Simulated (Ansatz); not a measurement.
This geometry of a periodic cell of 33 atoms, Al32Ga (host Al, host structure fcc, interstitial Ga) is a first-order saddle point.

Theory: DFT LDA, scalar-relativistic, plane waves, PAW (Ansatz 0.2.0). Settings: PAW set soft_1, cutoff 420 eV, k mesh 2x2x2, gaussian smearing 0.05 eV, no spin polarisation.

```xyz
33
Lattice="8.1000 0.0000 0.0000 0.0000 8.1000 0.0000 0.0000 0.0000 8.1000" Properties=species:S:1:pos:R:3
Al 3.945 -0.422 0.000
Al 5.854 1.791 0.000
Al 6.091 0.012 2.096
Al 0.139 0.153 0.001
Al 3.055 1.880 0.003
Al 4.270 4.282 0.000
Al 6.179 6.495 0.000
Al 2.048 0.003 2.027
Al 4.121 2.014 2.320
Al 6.004 4.059 2.320
Al 4.049 -0.069 4.051
Al 6.176 1.957 4.051
Al 6.090 0.013 6.005
Al -1.031 4.193 0.003
Al 1.885 5.920 0.002
Al -0.049 2.005 2.106
Al 2.073 4.068 2.106
Al 4.033 6.060 2.096
Al 0.032 -0.067 4.049
Al 1.964 1.979 4.051
Al 3.948 4.116 4.051
Al 6.076 6.142 4.051
Al 2.049 0.004 6.074
Al 4.119 2.014 5.783
Al 6.005 4.059 5.783
Al -0.024 6.070 2.027
Al 0.060 4.094 4.051
Al 1.992 6.140 4.049
Al -0.049 2.003 5.992
Al 2.073 4.070 5.992
Al 4.035 6.060 6.005
Al -0.024 6.069 6.074
Ga 1.013 3.037 -0.004
```

Which two structures does it join? (They come from a converged band through this point; their orientation in space is the band's.)

Contacts lost: Al2–Ga33, Al4–Ga33, Al5–Al6, Al6–Al15, Al14–Al15, Al16–Ga33, Al29–Ga33. Contacts made: Al2–Al4, Al2–Al14, Al4–Al5, Al6–Ga33, Al15–Ga33, Al17–Ga33, Al30–Ga33. The atom that moves furthest is Ga33, by 2.86 Å; four of its nearest neighbours are Al16 2.46, Al5 2.46, Al4 2.46, Al14 2.46 Å at the first end and Al14 2.46, Al30 2.46, Al5 2.46, Al15 2.46 Å at the last.

Initial state:

```xyz
33
Lattice="8.1000 0.0000 0.0000 0.0000 8.1000 0.0000 0.0000 0.0000 8.1000" Properties=species:S:1:pos:R:3
Al 4.051 -0.105 0.003
Al 5.637 2.024 0.002
Al 6.057 -0.020 2.047
Al 0.001 -0.440 0.002
Al 2.466 2.024 0.002
Al 4.051 4.154 0.003
Al 5.972 6.074 0.003
Al 2.045 -0.020 2.047
Al 4.051 2.024 2.132
Al 6.057 4.068 2.047
Al 4.051 -0.024 4.053
Al 5.972 2.024 4.053
Al 6.057 -0.020 6.058
Al 0.001 4.488 0.002
Al 2.131 6.074 0.003
Al 0.001 2.024 2.467
Al 2.045 4.068 2.047
Al 4.051 6.074 2.051
Al 0.001 -0.105 4.053
Al 2.131 2.024 4.053
Al 4.051 4.072 4.053
Al 6.053 6.074 4.053
Al 2.045 -0.020 6.058
Al 4.051 2.024 5.973
Al 6.057 4.069 6.058
Al 0.001 6.074 2.132
Al 0.001 4.154 4.053
Al 2.049 6.074 4.053
Al 0.001 2.024 5.639
Al 2.046 4.068 6.058
Al 4.051 6.074 6.055
Al 0.001 6.074 5.973
Ga 0.002 2.024 0.003
```

Final state:

```xyz
33
Lattice="8.1000 0.0000 0.0000 0.0000 8.1000 0.0000 0.0000 0.0000 8.1000" Properties=species:S:1:pos:R:3
Al 4.151 -0.002 -0.002
Al 6.072 1.922 -0.002
Al 6.074 -0.001 2.045
Al -0.104 -0.002 -0.002
Al 2.024 1.587 -0.001
Al 4.481 4.049 -0.001
Al 6.072 6.176 -0.002
Al 2.023 -0.002 2.126
Al 4.067 2.005 2.042
Al 6.072 4.049 2.126
Al 4.070 -0.001 4.049
Al 6.074 2.002 4.049
Al 6.074 -0.001 6.052
Al -0.440 4.049 -0.001
Al 2.024 6.507 -0.001
Al -0.020 2.006 2.041
Al 2.024 4.049 2.457
Al 4.067 6.093 2.042
Al -0.023 -0.001 4.049
Al 2.023 1.922 4.048
Al 4.151 4.049 4.048
Al 6.074 6.095 4.049
Al 2.023 -0.002 5.972
Al 4.066 2.006 6.055
Al 6.072 4.049 5.972
Al -0.020 6.092 2.042
Al -0.104 4.049 4.048
Al 2.023 6.176 4.048
Al -0.019 2.006 6.056
Al 2.024 4.049 5.636
Al 4.067 6.092 6.055
Al -0.020 6.092 6.056
Ga 2.019 4.046 -0.005
```

How far does it lie above each of them?

0.72 eV above the first and 0.72 eV above the second. This is the barrier of this one path; another mechanism may lie lower. Limits of this set-up: coarse k mesh, PAW files made for another functional, a small cell, in which the defect meets its images.

The run took 26 min on 2 threads of Arm Neoverse V1 (shared host), peak memory 2 GiB.
